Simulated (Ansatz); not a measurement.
Reaction (atomization): `NB(O)CF` → B• + C• + F• + 5 H• + N• + O•

Gas-phase electronic energies from Ansatz, PBE0-D4/def2-TZVP geometries. CBS: MP2 limit from def2 TZ/QZ plus the TZ coupled-cluster correction, frozen cores. This one scheme is used for every species, atoms too. Open shells (•) are unrestricted, without spin–orbit coupling. Spin–orbit coupling would lower the free atoms: a little for B, C, F, O. Each species was taken in one conformer, which may not be the lowest.

`NB(O)CF`:

```xyz
10

N    -0.686    0.173    1.186
B     0.257   -0.186    0.217
O     1.410   -0.888    0.464
C     0.012    0.230   -1.290
F    -1.183    0.939   -1.437
H    -0.629   -0.040    2.166
H    -1.507    0.689    0.921
H     1.542   -1.132    1.382
H    -0.039   -0.648   -1.943
H     0.823    0.863   -1.666
```

| species | CCSD/CBS(def2) energy (Eh) |
| --- | --- |
| `NB(O)CF` | -295.58965 |
| B• | -24.60302 |
| C• | -37.78991 |
| F• | -99.66528 |
| H• | -0.50000 |
| N• | -54.53031 |
| O• | -75.00346 |

Question: Work out ΔE.

Answer: ΔE = 5 × (-0.50000) + (-24.60302) + (-37.78991) + (-99.66528) + (-54.53031) + (-75.00346) − (-295.58965) = 1.49767 Eh = +939.8 kcal/mol. CCSD(T)/CBS gives +954.2 kcal/mol.

Largest T1 diagnostic among the species: 0.014.

The D4 term adds +5.5 kcal/mol with B3LYP and +2.9 kcal/mol with PBE0; it sums over pairs of atoms, weighted by their polarisabilities, and B3LYP, whose exchange is more repulsive, gets the larger term. In def2-TZVPP, CCSD(T) changes the Hartree–Fock value by +242.8 kcal/mol (the triples alone add +14.4 kcal/mol) and MP2 by +266.0 kcal/mol; breaking electron pairs costs correlation energy, which Hartree–Fock lacks. From PBE to PBE0 (25 % exact exchange), in def2-TZVPP and without D4, ΔE moves by −23.3 kcal/mol: exact exchange takes away binding that semilocal exchange gives to molecules.

B3LYP here is the variant with VWN-RPA as its local correlation; programs differ in this.

For atomizations the MP2-based limit and the directly extrapolated one differ by several kJ/mol either way, and by 10 to 25 for some Ge, Se and Sn compounds, so smaller differences from it don't rank the levels.
